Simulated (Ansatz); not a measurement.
`B[Si](C)(O)F` → `BF` + `C[Si]O` at 500 K and 1 bar (silylene formation by 1,1-elimination).

Program: Ansatz. Geometries: PBE0-D4/def2-TZVP. ΔE: electronic, gas phase. CBS: MP2 limit from def2 TZ/QZ plus the TZ coupled-cluster correction, frozen cores. This one scheme is used for every species. Each species was taken in one conformer, which may not be the lowest.

```tsv
species	CCSD(T)/CBS energy (Eh)	H − E (kJ/mol)	S (J/(mol·K))
`B[Si](C)(O)F`	-530.60219	247.1	437.2
`BF`	-125.82039	77.9	244.4
`C[Si]O`	-404.71755	161.9	333.3
```

H − E and S are ideal-gas, rigid-rotor, harmonic terms from PBE0-D4/def2-TZVP, for one conformer and one mirror image of each species. 1 Eh = 2625.50 kJ/mol, R = 8.31446 J/(mol·K).

**Question.** By hand: ΔE, ΔH, ΔS and ΔG.

**Answer.** ΔE = (-125.82039) + (-404.71755) − (-530.60219) = 0.06425 Eh = 168.7 kJ/mol. Δ(H − E) = 77.9 + 161.9 − 247.1 = -7.3, so ΔH = 161.4 kJ/mol. ΔS = 244.4 + 333.3 − 437.2 = 140.5 J/(mol·K). ΔG = 161.4 − 500 × (140.5)/1000 = 91.2 kJ/mol.

**Question.** By hand: the equilibrium constant, and the temperature at which ΔG would vanish if ΔH and ΔS stayed fixed.

**Answer.** log₁₀ K = −ΔG/(RT ln 10) = -9.5. ΔG = 0 at ΔH/ΔS = 1149 K.

The number of gas molecules changes by +1, which sets the sign of ΔS. A doubt of 5 kJ/mol in ΔE shifts log₁₀ K by 0.5 here. Other conformers and mirror images would add mixing entropy, several J/(mol·K) or more a flexible species. Modes under 60 cm⁻¹, often nearly free rotors, make the harmonic entropy too high. These are equilibria of isolated gas molecules and say nothing of rates. Largest T1 diagnostic: 0.014 (customary marks: 0.02 for closed shells, 0.045 for open ones).
